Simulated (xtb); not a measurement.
Job for xtb: GFN1-xTB on CH6InN (SMILES [CH3][InH][NH2]), a point of a torsion scan.

```
$ xtb mol.xyz --gfn 1 --sp --chrg 0 --uhf 0
9

C     -1.53527748     0.15974917    -0.23705646
In     0.30044842    -0.58049767     0.75077134
N      2.07461417     0.17834742    -0.01572516
H     -2.37036328    -0.53039114    -0.14621453
H     -1.80771507     1.11947343     0.19767097
H     -1.27561093     0.30469903    -1.28397870
H      0.33813775    -1.72062529     2.09315311
H      2.61285156     0.68445770     0.68458332
H      2.69850298    -0.55514856    -0.34637912
```

Output:

```
[...]
           -------------------------------------------------
          |                Calculation Setup                |
           -------------------------------------------------



           -------------------------------------------------
          |                 G F N 1 - x T B                 |
           -------------------------------------------------

        Reference                      10.1021/acs.jctc.7b00118
      * Hamiltonian:
        H0-scaling (s, p, d)           1.850000    2.250000    2.000000
        zeta-weighting                 0.000000
      * Dispersion:
        s8                             2.400000
        a1                             0.630000
        a2                             5.000000
        s9                             0.000000
      * Repulsion:
        kExp                           1.500000
        rExp                           1.000000
      * Coulomb:
        alpha                          2.000000
        third order                    atomic
        anisotropic                    false
      * Halogen bond correction:
        rad-scale                      1.300000
        damping                        0.440000


          ...................................................
          :                      SETUP                      :
          :.................................................:
          :  # basis functions                  30          :
          :  # atomic orbitals                  29          :
          :  # shells                           19          :
          :  # electrons                        18          :
          :  # halogen bonds                     0          :
          :  max. iterations                   250          :
          :  Hamiltonian                  GFN1-xTB          :
          :  restarted?                      false          :
          :  GBSA solvation                  false          :
          :  PC potential                    false          :
          :  electronic temp.          300.0000000     K    :
          :  accuracy                    1.0000000          :
          :  -> integral cutoff          0.2500000E+02      :
          :  -> integral neglect         0.1000000E-07      :
          :  -> SCF convergence          0.1000000E-05 Eh   :
          :  -> wf. convergence          0.2000000E-04 e    :
          :  Broyden damping             0.4000000          :
          :  net charge                          0          :
          :  unpaired electrons                  0          :
          ...................................................

 iter      E             dE          RMSdq      gap      omega  full diag
   1    -10.1082999 -0.101083E+02  0.622E+00    3.92       0.0  T
   2    -10.1221378 -0.138379E-01  0.394E+00    4.41       1.0  T
   3    -10.1220906  0.472469E-04  0.362E-01    4.23       1.0  T
   4    -10.1224375 -0.346901E-03  0.666E-02    4.37       1.0  T
   5    -10.1224513 -0.138172E-04  0.259E-02    4.35       1.3  T
   6    -10.1224521 -0.830579E-06  0.125E-03    4.35      26.7  T
   7    -10.1224521 -0.366537E-08  0.148E-04    4.35     225.7  T
   8    -10.1224521 -0.984333E-10  0.748E-05    4.35     445.7  T

   *** convergence criteria satisfied after 8 iterations ***

         #    Occupation            Energy/Eh            Energy/eV
      -------------------------------------------------------------
         1        2.0000           -0.7071825             -19.2434
       ...           ...                  ...                  ...
         3        2.0000           -0.5829160             -15.8620
         4        2.0000           -0.4948263             -13.4649
         5        2.0000           -0.4939514             -13.4411
         6        2.0000           -0.4906096             -13.3502
         7        2.0000           -0.4309099             -11.7257
         8        2.0000           -0.3955794             -10.7643
         9        2.0000           -0.3580331              -9.7426 (HOMO)
        10                         -0.1981209              -5.3911 (LUMO)
        11                         -0.1394067              -3.7934
        12                         -0.1368388              -3.7236
        13                         -0.1308925              -3.5618
        14                         -0.1247063              -3.3934
       ...                                ...                  ...
        29                          0.6464209              17.5900
      -------------------------------------------------------------
                  HL-Gap            0.1599122 Eh            4.3514 eV
             Fermi-level           -0.2780770 Eh           -7.5669 eV

 SCC (total)                   0 d,  0 h,  0 min,  0.011 sec
 SCC setup                      ...        0 min,  0.000 sec (  2.556%)
 Dispersion                     ...        0 min,  0.000 sec (  0.834%)
 classical contributions        ...        0 min,  0.000 sec (  0.375%)
 integral evaluation            ...        0 min,  0.004 sec ( 38.969%)
 iterations                     ...        0 min,  0.003 sec ( 28.931%)
 molecular gradient             ...        0 min,  0.003 sec ( 26.905%)
 printout                       ...        0 min,  0.000 sec (  1.166%)

         :::::::::::::::::::::::::::::::::::::::::::::::::::::
         ::                     SUMMARY                     ::
         :::::::::::::::::::::::::::::::::::::::::::::::::::::
         :: total energy             -10.025624422904 Eh    ::
         :: gradient norm              0.025591697753 Eh/a0 ::
         :: HOMO-LUMO gap              4.351433091674 eV    ::
         ::.................................................::
         :: SCC energy               -10.122452115809 Eh    ::
         :: -> electrostatic           0.032322358000 Eh    ::
         :: repulsion energy           0.098805589662 Eh    ::
         :: dispersion energy         -0.001977896757 Eh    ::
         :: halogen bond corr.         0.000000000000 Eh    ::
         :: add. restraining           0.000000000000 Eh    ::
         :: total charge               0.000000000000 e     ::
         :::::::::::::::::::::::::::::::::::::::::::::::::::::

           -------------------------------------------------
          |                Property Printout                |
           -------------------------------------------------

    * Orbital Energies and Occupations

         #    Occupation            Energy/Eh            Energy/eV
      -------------------------------------------------------------
         1        2.0000           -0.7071825             -19.2434
         2        2.0000           -0.6389236             -17.3860
         3        2.0000           -0.5829160             -15.8620
         4        2.0000           -0.4948263             -13.4649
         5        2.0000           -0.4939514             -13.4411
         6        2.0000           -0.4906096             -13.3502
         7        2.0000           -0.4309099             -11.7257
         8        2.0000           -0.3955794             -10.7643
         9        2.0000           -0.3580331              -9.7426 (HOMO)
        10                         -0.1981209              -5.3911 (LUMO)
        11                         -0.1394067              -3.7934
        12                         -0.1368388              -3.7236
        13                         -0.1308925              -3.5618
        14                         -0.1247063              -3.3934
        15                         -0.1189726              -3.2374
        16                         -0.1084075              -2.9499
        17                         -0.0799073              -2.1744
        18                         -0.0555629              -1.5119
Note: The following floating-point exceptions are signalling: IEEE_DENORMAL
normal termination of xtb
        19                          0.0114219               0.3108
        20                          0.0149912               0.4079
       ...                                ...                  ...
        29                          0.6464209              17.5900
      -------------------------------------------------------------
                  HL-Gap            0.1599122 Eh            4.3514 eV
             Fermi-level           -0.2780770 Eh           -7.5669 eV

  Mulliken/CM5 charges         n(s)   n(p)   n(d)
     1C    -0.19268 -0.34428   0.991  3.202  0.000
     2In    0.42643  0.45681   1.572  0.895  0.107
     3N    -0.59259 -1.03500   1.451  4.142  0.000
     4H     0.02596  0.07700   0.974  0.000  0.000
     5H     0.03180  0.08321   0.968  0.000  0.000
     6H     0.03590  0.08787   0.964  0.000  0.000
     7H    -0.09557 -0.05534   1.096  0.000  0.000
     8H     0.18044  0.36497   0.820  0.000  0.000
     9H     0.18031  0.36476   0.820  0.000  0.000

Wiberg/Mayer (AO) data.
largest (>0.10) Wiberg bond orders for each atom

 ---------------------------------------------------------------------------
     #   Z sym  total        # sym  WBO       # sym  WBO       # sym  WBO
 ---------------------------------------------------------------------------
     1   6 C    3.965 --     4 H    0.978     6 H    0.971     5 H    0.970
                             2 In   0.704     7 H    0.178     3 N    0.157
     2  49 In   2.283 --     3 N    0.778     1 C    0.704     7 H    0.679
     3   7 N    2.972 --     9 H    0.945     8 H    0.944     2 In   0.778
                             1 C    0.157     7 H    0.143
     4   1 H    1.003 --     1 C    0.978
     5   1 H    1.003 --     1 C    0.970
     6   1 H    1.003 --     1 C    0.971
     7   1 H    1.005 --     2 In   0.679     1 C    0.178     3 N    0.143
     8   1 H    0.971 --     3 N    0.944
     9   1 H    0.971 --     3 N    0.945
 ---------------------------------------------------------------------------

Topologies differ in total number of bonds
Writing topology from bond orders to xtbtopo.mol

 dipole moment from electron density (au)
     X       Y       Z
   0.1483  -0.4322   0.5329  total (Debye):    1.784


           -------------------------------------------------
          | TOTAL ENERGY              -10.025624422904 Eh   |
          | GRADIENT NORM               0.025591697753 Eh/α |
          | HOMO-LUMO GAP               4.351433091674 eV   |
           -------------------------------------------------

------------------------------------------------------------------------
------------------------------------------------------------------------
 total:
 SCF:
```

The run finished.

Cost: around 0.05 core-seconds (rough).
